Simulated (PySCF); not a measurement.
GeH7NOSi, SMILES [SiH2](N)[O][GeH3]. Heavy atoms are numbered as in [SiH2:1]([NH2:2])[O:3][GeH3:4]. Hydrogens are named by the atom that carries them.

Geometry: PBE0-D3(BJ)/def2-SVP. This is a generated structure with no PubChem entry under its InChIKey; it may be hypothetical. Other conformers were not sampled.

Calculation: PBE/pcSseg-1 in PySCF.

GIAO shieldings, no solvent; atoms alike by connectivity are averaged. δ = σ(ref) − σ: ²⁹Si against TMS (σ = 335.4 ppm); ¹⁵N against NH3 (σ = 267.0 ppm); ¹⁷O against H2O (σ = 334.3 ppm); ⁷³Ge against GeH4 (σ = 1614.4 ppm); ¹H against TMS (σ = 31.49 ppm), references at their B3LYP-D3(BJ)/def2-TZVP geometries, non-relativistic.

```
nucleus       atoms  count  δ (ppm)
-------  ----------  -----  -------
²⁹Si     Si1 (SiH2)      1    -34.9
¹⁵N        N2 (NH2)      1     44.2
¹⁷O              O3      1     52.5
⁷³Ge     Ge4 (GeH3)      1    247.9
¹H         H on Ge4      3     5.59
¹H         H on Si1      2     5.22
¹H          H on N2      2     1.48
```
